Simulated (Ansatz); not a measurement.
CrS2Cl2⁻. The state is a doublet with charge -1. Geometry r2SCAN-D4/def2-SVP, that of the neutral singlet; atoms count from 1.

Cartesian coordinates in Å:
```
Cr -0.0064 -0.0013 0.0153
S -1.3616 -1.3191 0.5829
S 0.4670 1.1351 1.5579
Cl -0.8203 1.2123 -1.5129
Cl 1.7213 -1.0270 -0.6431
```

The charge -1 doublet is spin-contaminated (final ⟨S²⟩ up to 1.06, 0.75 for a pure state).

(1) Estimate the Mulliken populations from the PBE0/def2-TZVPD orbitals of Ansatz.

(2) Where does the spin sit?

(3) And the Mayer bond orders between bonded heavy atoms (over 0.3)?

Answers

(1) 
```csv
atom,charge (e),spin (α − β),d electrons
Cr1,0.29,1.84,4.53
S2,-0.31,-0.43,–
S3,-0.31,-0.43,–
Cl4,-0.34,0.01,–
Cl5,-0.34,0.01,–
```
Mulliken values and Mayer orders depend strongly on the basis. With diffuse functions, as here, like atoms can get unlike values, and bond orders can come out too low or too high.

(2) Summed by element: Cr 1.84, S -0.85, Cl 0.01, of 1 unpaired in all. Largest on single atoms: Cr1 1.84, S3 -0.43, S2 -0.43.

(3) Cr1–S2 2.03 (1.97 Å); Cr1–S3 2.03 (1.97 Å); Cr1–Cl4 1.02 (2.11 Å); Cr1–Cl5 1.02 (2.11 Å).
